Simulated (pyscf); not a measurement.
H₂N–SiH•–NH₂ (SMILES N[SiH]N) -> •HN–SiH₂–NH₂ (SMILES [NH][SiH2]N), a hydrogen shift (doublet surface; H–N broken, H–Si formed). Structures and frequencies: ωB97X-D3(BJ)/def2-SVP in PySCF. Correlated levels are frozen-core, on RHF or UHF. ΔMP2 is the change of the MP2 total energy from the triple- to the quadruple-zeta basis. Energies in kJ/mol from the reactant's lowest minimum found.

Small-basis levels: PySCF, no dispersion term, spherical d functions. Open shells are spin-unrestricted. 

Q: Quick HF/3-21G single points give ΔE‡ = 311.5 kJ/mol and ΔE = +69.9 kJ/mol. What does CCSD(T)/def2-TZVPP + ΔMP2(QZVPP) give, and how far is the quick result from it?

A: CCSD(T)/def2-TZVPP + ΔMP2(QZVPP) gives ΔE‡ = 200.8 kJ/mol and ΔE = +84.0 kJ/mol. HF/3-21G lies 110.7 kJ/mol over it in the barrier and 14.2 kJ/mol under it in the reaction energy, so on this step it does not hold to within 12.6 kJ/mol. CCSD(T)/def2-TZVPP + ΔMP2(QZVPP) has limits of its own. One saddle was located; it need not be the lowest between these sides. The CCSD(T) − MP2 part came from Ansatz, without density fitting, on the same reference.
